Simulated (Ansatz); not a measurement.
Consider the substitution at a C–Sn bond: `[Cl][Sn]([Cl])([Cl])[c]1ccccc1` + HCl → `Clc1ccccc1` + `[Cl][SnH]([Cl])[Cl]`.

Calculated with Ansatz (gas phase, PBE0-D4/def2-TZVP geometries, no zero-point term in ΔE). CCSD(T)/CBS is the MP2 limit (def2-TZVPP, def2-QZVPP) plus CCSD(T) − MP2 in def2-TZVPP, frozen cores. This one scheme is used for every species. Functionals use def2-TZVPP. B3LYP here is the variant with VWN-RPA as its local correlation; programs differ in this. def2 core potentials past Kr. For Sn outer-core shells are correlated without core-valence functions, which leaves a few kJ/mol of doubt a bond. One conformer a species, not always the lowest.

CCSD(T)/CBS gives +63.3 kJ/mol.

Problem. Another level gave +44.7 kJ/mol. Which?
A. B3LYP-D4/def2-TZVPP
B. B3LYP/def2-TZVPP
C. SCS-MP2/def2-TZVPP
D. r2SCANh/def2-TZVPP

Solution. D. r2SCANh 44.7, B3LYP-D4 53.6, SCS-MP2/def2-TZVPP 64.6, B3LYP 40.4 kJ/mol.

Largest T1 diagnostic among the species: 0.011.

The D4 term adds +13.2 kJ/mol with B3LYP and +8.4 kJ/mol with PBE0; it sums over pairs of atoms, weighted by their polarisabilities, and B3LYP, whose exchange is more repulsive, gets the larger term. From BLYP to BHLYP (50 % exact exchange), in def2-TZVPP and without D4, ΔE moves by +3.7 kJ/mol. Leaving LDA and LC-ωPBE aside and taking each functional with its dispersion term where it has one, the values, not all of them listed here, spread over 14.4 kJ/mol, from B97M-V to BHLYP-D4.

CCSD(T)/CBS has its own doubt, a few kJ/mol and more with outer-core shells, so smaller differences from it don't rank the levels.
